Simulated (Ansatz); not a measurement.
Geometry optimisation, RKS PBE-D4/def2-SVP (Ansatz 0.2.0).

The input (input.yaml):

```yaml
crystal:
  periodic: [false, false, false]
  atoms:
    - { symbol: Ge, position_ang: [-0.099173, 0.024699, 0.031879] }
    - { symbol: F, position_ang: [0.178975, 0.175074, 1.712236] }
    - { symbol: F, position_ang: [1.37166, 0.325669, -0.815605] }
    - { symbol: F, position_ang: [-1.178628, 1.317549, -0.392501] }
    - { symbol: O, position_ang: [-0.914529, -1.48607, -0.371959] }
    - { symbol: H, position_ang: [-1.771558, -1.268349, -0.792798] }
    - { symbol: S, position_ang: [1.803362, -2.545886, 1.317174] }
    - { symbol: H, position_ang: [0.587069, -3.106102, 1.067893] }
    - { symbol: H, position_ang: [1.228923, -1.615184, 2.165481] }
basis:
  gaussian: { orbitals: def2-SVP }
hamiltonian:
  xc: pbe
  dispersion: d4
relax:
  f_tol: 0.03
  max_steps: 50
```

Command:

```bash
$ ansatz run input.yaml --threads 4 --pin off --max-ram 5120MiB --backend cpu --events-out ev --progress --plain --runs-dir out
```

Problem. Where does it end, and by what steps?

Solution. The run converged. After 9 steps the energy has fallen by 0.095 eV; S7 moved furthest, 0.41 Å.

```json
{"step": "0", "energy less start (eV)": "0.0000", "largest force component (eV/Å)": "0.854", "accepted": "yes"}
{"step": "1", "energy less start (eV)": "-0.0253", "largest force component (eV/Å)": "0.263", "accepted": "yes"}
{"step": "2", "energy less start (eV)": "-0.0457", "largest force component (eV/Å)": "0.339", "accepted": "yes"}
{"step": "3", "energy less start (eV)": "-0.0686", "largest force component (eV/Å)": "0.137", "accepted": "yes"}
{"step": "4", "energy less start (eV)": "-0.0713", "largest force component (eV/Å)": "0.261", "accepted": "yes"}
{"step": "5", "energy less start (eV)": "-0.0541", "largest force component (eV/Å)": "1.137", "accepted": "no"}
{"step": "6", "energy less start (eV)": "-0.0898", "largest force component (eV/Å)": "0.150", "accepted": "yes"}
{"step": "7", "energy less start (eV)": "-0.0924", "largest force component (eV/Å)": "0.214", "accepted": "yes"}
{"step": "8", "energy less start (eV)": "-0.0946", "largest force component (eV/Å)": "0.075", "accepted": "yes"}
{"step": "9", "energy less start (eV)": "-0.0950", "largest force component (eV/Å)": "0.025", "accepted": "yes"}
```

```xyz
9
Properties=species:S:1:pos:R:3
Ge -0.039 -0.065 0.079
F 0.101 0.324 1.771
F 1.419 0.289 -0.788
F -1.122 1.183 -0.488
O -0.945 -1.534 -0.339
H -1.770 -1.232 -0.775
S 1.651 -2.250 1.083
H 0.546 -3.044 1.027
H 1.365 -1.850 2.353
```

Whether the end is a true minimum wasn't checked by a vibrational analysis.

Run time: 13 s on 4 threads of AMD EPYC 7B13 (Zen 3) (shared host), peak memory 0.2 GiB.
